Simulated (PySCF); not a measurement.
CH5GaN, charge +1, singlet, at a GFN2-xTB geometry (such geometries of metal compounds can be far from the true shape); PySCF with PBE/3-21G.

The PySCF input:
```python
from pyscf import gto, scf, dft

mol = gto.Mole()
mol.atom = '''
    Ga   -0.020782   -0.041393    0.018720
    C    -0.329657    1.590347   -1.183725
    H    -1.183712    2.142603   -0.780540
    H    -0.533255    1.223758   -2.194273
    H     0.585327    2.190416   -1.152936
    N     0.456383   -1.421577    1.124747
    H     0.548975   -2.362451    0.735364
    H     0.010157   -1.502186    2.041189
'''
mol.basis = '3-21g'
mol.charge = 1
mol.spin = 0
mol.verbose = 4
mol.build()

mf = dft.RKS(mol)
mf.xc = 'pbe'
mf.kernel()
mf.analyze()
```

### Question
What does PySCF print? Leave out banner, timings and long lists.

### Answer

```
PySCF version 2.14.0

[INPUT] verbose = 4
[INPUT] num. atoms = 8
[INPUT] num. electrons = 48
[INPUT] charge = 1
[INPUT] spin (= nelec alpha-beta = 2S) = 0
[INPUT] symmetry False subgroup None
[INPUT] Mole.unit = angstrom
[INPUT] Symbol           X                Y                Z      unit          X                Y                Z       unit  Magmom
[INPUT]  1 Ga    -0.020782000000  -0.041393000000   0.018720000000 AA   -0.039272288321  -0.078221433474   0.035375673052 Bohr   0.0
[INPUT]  2 C     -0.329657000000   1.590347000000  -1.183725000000 AA   -0.622961445046   3.005320273024  -2.236916056801 Bohr   0.0
[INPUT]  3 H     -1.183712000000   2.142603000000  -0.780540000000 AA   -2.236891490361   4.048932863671  -1.475006829268 Bohr   0.0
[INPUT]  4 H     -0.533255000000   1.223758000000  -2.194273000000 AA   -1.007705904555   2.312567462745  -4.146575012528 Bohr   0.0
[INPUT]  5 H      0.585327000000   2.190416000000  -1.152936000000 AA    1.106107723313   4.139286338865  -2.178733279152 Bohr   0.0
[INPUT]  6 N      0.456383000000  -1.421577000000   1.124747000000 AA    0.862438877907  -2.686391194981   2.125463789426 Bohr   0.0
[INPUT]  7 H      0.548975000000  -2.362451000000   0.735364000000 AA    1.037412399233  -4.464385372705   1.389636561865 Bohr   0.0
[INPUT]  8 H      0.010157000000  -1.502186000000   2.041189000000 AA    0.019193948247  -2.838720128156   3.857288178475 Bohr   0.0

nuclear repulsion = 170.297956024039
number of shells = 30
number of NR pGTOs = 99
number of NR cGTOs = 50
basis = 3-21g
ecp = {}

******** <class 'pyscf.dft.rks.RKS'> ********
method = RKS
initial guess = minao
damping factor = 0
level_shift factor = 0
DIIS = <class 'pyscf.scf.diis.CDIIS'>
diis_start_cycle = 1
diis_space = 8
diis_damp = 0
SCF conv_tol = 1e-09
SCF conv_tol_grad = None
SCF max_cycles = 50
direct_scf = True
direct_scf_tol = 1e-13
XC library pyscf.dft.libxc version 7.1.2
    S. Lehtola, C. Steigemann, M. J. T. Oliveira, and M. A. L. Marques,  SoftwareX 7, 1–5 (2018)
XC functionals = pbe
    J. P. Perdew, K. Burke, and M. Ernzerhof,  Phys. Rev. Lett. 77, 3865 (1996)
    J. P. Perdew, K. Burke, and M. Ernzerhof,  Phys. Rev. Lett. 78, 1396 (1997)
    J. P. Perdew, K. Burke, and M. Ernzerhof,  Phys. Rev. Lett. 77, 3865 (1996)
    J. P. Perdew, K. Burke, and M. Ernzerhof,  Phys. Rev. Lett. 78, 1396 (1997)
radial grids:
    Treutler-Ahlrichs [JCP 102, 346 (1995); DOI:10.1063/1.469408] (M4) radial grids

becke partition: Becke, JCP 88, 2547 (1988); DOI:10.1063/1.454033
pruning grids: <function nwchem_prune>
grids dens level: 3
symmetrized grids: False
atomic radii adjust function: <function treutler_atomic_radii_adjust>
small_rho_cutoff = 0
Set gradient conv threshold to 3.16228e-05
Initial guess from minao.
tot grids = 97968
init E= -2008.60376152053
  HOMO = -0.335159326871646  LUMO = -0.144700232429855  gap/eV = 5.18266
cycle= 1 E= -2010.00704925625  delta_E= -1.4  |g|= 0.501  |ddm|= 2.35
  HOMO = -0.352458476443795  LUMO = -0.290629045871018  gap/eV = 1.68246
cycle= 2 E= -2009.53502767814  delta_E= 0.472  |g|= 1.34  |ddm|= 1.65
  HOMO = -0.455377403399692  LUMO = -0.274021381732788  gap/eV = 4.93495
cycle= 3 E= -2010.0468650417  delta_E= -0.512  |g|= 0.315  |ddm|= 1.31
  HOMO = -0.426174620910232  LUMO = -0.277783871432618  gap/eV = 4.03792
cycle= 4 E= -2010.07896318334  delta_E= -0.0321  |g|= 0.0497  |ddm|= 0.364
  HOMO = -0.42132441967916  LUMO = -0.277851284635237  gap/eV = 3.90410
cycle= 5 E= -2010.07951364064  delta_E= -0.00055  |g|= 0.0212  |ddm|= 0.062
  HOMO = -0.423681092464654  LUMO = -0.277313082540313  gap/eV = 3.98288
cycle= 6 E= -2010.07968919808  delta_E= -0.000176  |g|= 0.00268  |ddm|= 0.0254
  HOMO = -0.424181559766609  LUMO = -0.277521287108817  gap/eV = 3.99083
cycle= 7 E= -2010.07969119721  delta_E= -2e-06  |g|= 0.000392  |ddm|= 0.00283
  HOMO = -0.424147509901259  LUMO = -0.277467146276149  gap/eV = 3.99138
cycle= 8 E= -2010.07969127154  delta_E= -7.43e-08  |g|= 2.41e-05  |ddm|= 0.000786
  HOMO = -0.424146483036676  LUMO = -0.277467920896579  gap/eV = 3.99133
cycle= 9 E= -2010.07969127177  delta_E= -2.33e-10  |g|= 3.34e-06  |ddm|= 4.62e-05
  HOMO = -0.424146536578183  LUMO = -0.277467330092163  gap/eV = 3.99134
Extra cycle  E= -2010.07969127177  delta_E= -5e-12  |g|= 3.98e-06  |ddm|= 1.01e-05
converged SCF energy = -2010.07969127177
**** SCF Summaries ****
Total Energy =                       -2010.079691271773981
Nuclear Repulsion Energy =             170.297956024038513
One-electron Energy =                -3129.567338583527999
Two-electron Energy =                  949.189691287715732
Two-electron Coulomb Energy =         1037.630350718562568
DFT Exchange-Correlation Energy =      -88.440659430846836
HOMO-LUMO gap [eV] =                     3.991344508798380
**** MO energy ****
MO #1   energy= -368.755386716088  occ= 2
MO #2   energy= -45.3487829936342  occ= 2
MO #3   energy= -40.0989917251247  occ= 2
MO #4   energy= -40.0983211438888  occ= 2
MO #5   energy= -40.0973868725114  occ= 2
MO #6   energy= -14.1338823122939  occ= 2
MO #7   energy= -10.0535590040646  occ= 2
MO #8   energy= -5.43848959895872  occ= 2
MO #9   energy= -3.74622084334134  occ= 2
MO #10  energy= -3.74267536503184  occ= 2
MO #11  energy= -3.74039576933836  occ= 2
MO #12  energy= -0.978767931009124 occ= 2
MO #13  energy= -0.860645228523325 occ= 2
MO #14  energy= -0.840811894859491 occ= 2
MO #15  energy= -0.837945302744962 occ= 2
MO #16  energy= -0.837903936875965 occ= 2
MO #17  energy= -0.837224249862299 occ= 2
MO #18  energy= -0.814088419712253 occ= 2
MO #19  energy= -0.632649328466753 occ= 2
MO #20  energy= -0.60865983599606  occ= 2
MO #21  energy= -0.563252818284431 occ= 2
MO #22  energy= -0.562582967548834 occ= 2
MO #23  energy= -0.506450437496916 occ= 2
MO #24  energy= -0.424146536578183 occ= 2
MO #25  energy= -0.277467330092163 occ= 0
MO #26  energy= -0.272424777094378 occ= 0
MO #27  energy= -0.242682513177505 occ= 0
MO #28  energy= -0.124163220981779 occ= 0
MO #29  energy= -0.0841377340474065 occ= 0
MO #30  energy= -0.0616488485782054 occ= 0
MO #31  energy= -0.042890247157179 occ= 0
MO #32  energy= -0.030117845569908 occ= 0
 ** Mulliken pop on meta-lowdin orthogonal AOs  **
 ** Mulliken pop  **
 ** Mulliken atomic charges  **
charge of    0Ga =      0.84950
charge of    1C =     -0.41831
charge of    2H =      0.17089
charge of    3H =      0.17104
charge of    4H =      0.17002
charge of    5N =     -0.45238
charge of    6H =      0.25463
charge of    7H =      0.25462

WARN: System has nonzero charge 1; the dipole moment is origin-dependent.
Location of origin: [0. 0. 0.]

Dipole moment(X, Y, Z, Debye): -0.92635, -0.55726, -0.01499
```
